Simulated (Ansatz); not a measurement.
`C[SiH2]C[SiH2]Cl`, relaxed with RKS PBE0-D4/def2-TZVP in the Gaussian-basis code of Ansatz from a PBE-D4/def2-SVP geometry. The force threshold is 0.005 eV/Å; the program also tests the step.

Charge 0, multiplicity 1.

Start:

```xyz
14

C     2.397   -0.436    0.433
Si    0.629   -0.802   -0.126
C    -0.497    0.709    0.129
Si   -2.282    0.467   -0.397
Cl   -3.381    2.214   -0.049
H     3.046   -1.323    0.283
H     2.423   -0.169    1.509
H     2.828    0.407   -0.144
H     0.072   -1.966    0.654
H     0.616   -1.182   -1.585
H    -0.075    1.568   -0.437
H    -0.480    0.990    1.204
H    -2.926   -0.638    0.390
H    -2.370    0.162   -1.864
```

Question: How much energy does the relaxation release, and in how many steps? (An estimate is asked.)

Answer: The calculation gave: 1.30 kcal/mol, in 4 steps.

Question: Which bonds change most? (Estimate.)

Answer: The calculation gave: Si4–Cl5 from 2.093 to 2.064 Å; C3–Si4 from 1.876 to 1.854 Å; Si2–C3 from 1.901 to 1.879 Å; C1–Si2 from 1.889 to 1.869 Å.

Question: Give the relaxed structure. (An estimate is asked.)

Answer: Ansatz gave: 
```xyz
14

C     2.372   -0.435    0.428
Si    0.621   -0.789   -0.123
C    -0.488    0.706    0.130
Si   -2.250    0.459   -0.392
Cl   -3.347    2.174   -0.055
H     3.010   -1.308    0.278
H     2.400   -0.172    1.488
H     2.797    0.397   -0.140
H     0.067   -1.937    0.647
H     0.606   -1.164   -1.565
H    -0.076    1.553   -0.431
H    -0.475    0.982    1.190
H    -2.893   -0.627    0.386
H    -2.344    0.161   -1.842
```
